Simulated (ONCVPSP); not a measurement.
# Before and after: ONCV potential for Ga

* Element: gallium (Ga)
* Generator: ONCVPSP 4.0.1
* Type: optimised norm-conserving Vanderbilt (ONCV)
* Functional: Wu-Cohen
* Relativity: scalar-relativistic
* Frozen core: [Ar] 3d10
* Valence charge: 3
* Reference configuration: 4s2 4p1
* Partial waves: 4s: rc 1.95 bohr, ncon 4, nbas 8, qcut 3.5 1/bohr, local; 4p: rc 2.80 bohr, ncon 4, nbas 7, qcut 3.4 1/bohr, 2 projectors, debl 3.4 Ha; d scattering state at 0.04 Ha: rc 2.90 bohr, ncon 5, nbas 8, qcut 3.7 1/bohr, 2 projectors, debl 1.2 Ha
* Local potential: the s channel
* Core correction: Teter function, fcfact 2.25, rcfact 1.15

Change: core correction Teter function, fcfact 2.25, rcfact 1.6.

Cutoffs: the cutoffs (Ha) at which the residual kinetic energy of the hardest occupied pseudo-wave falls to 1 and 0.1 mHa per electron; they do not see the model core or the augmentation charge, which bear on the density cutoff. Errors are all-electron minus pseudo energies relative to the spin-unpolarised reference configuration.

Question: Predict the effect on cutoff, ghosts and configuration errors.

Answer: The potential gets neither clearly harder nor softer (7.2 Ha and 38 Ha → 7.2 Ha and 38 Ha); both files keep a bound ghost (d); of the 4 tests that both files solve, the error grows in 4 and shrinks in 0 by more than 15 % and 0.3 meV (median size 10.2 → 32.5 meV). A model core, the more so a compact one, raises the density cutoff, which this test does not measure.

```tsv
quantity	base	changed
cutoff, loose	7.2 Ha	7.2 Ha
cutoff, tight	38 Ha	38 Ha
bound ghosts	d	d
GHOST(+) flags under 300 eV	none	none
error for 4s2 4p0, meV [ΔE 5.68 eV]	-6.0	-40
error for 4s1 4p0, meV [ΔE 26.86 eV]	-83	-335
error for 4s2 4p0.5, meV [ΔE 2.02 eV]	-1.2	-5.1
error for 4s0 4p3, meV [ΔE 13.45 eV]	+14	-25
s: phases at 1.98 bohr within 0.05 rad from the reference energy up to (Ha; the scan ends near 5)	1.7	1.7
p: phases at 2.84 bohr within 0.05 rad from the reference energy up to (Ha; the scan ends near 5)	1.3	1.3
d: phases at 2.94 bohr within 0.05 rad from the reference energy up to (Ha; the scan ends near 5)	2.0	2.0
rms error of d²Exc/dni dnj with the model core, mHa	4.26	0.68
```

Base: The cutoffs count occupied waves only; projector 2 of the d channel, the hardest unoccupied one, needs 33 Ha at the loose tolerance. Changed file: The cutoffs count occupied waves only; projector 2 of the d channel, the hardest unoccupied one, needs 33 Ha at the loose tolerance. A true bound ghost makes a file unfit for plane-wave use even where its test errors are small: the radial tests pick states by their node count and pass the ghost by.
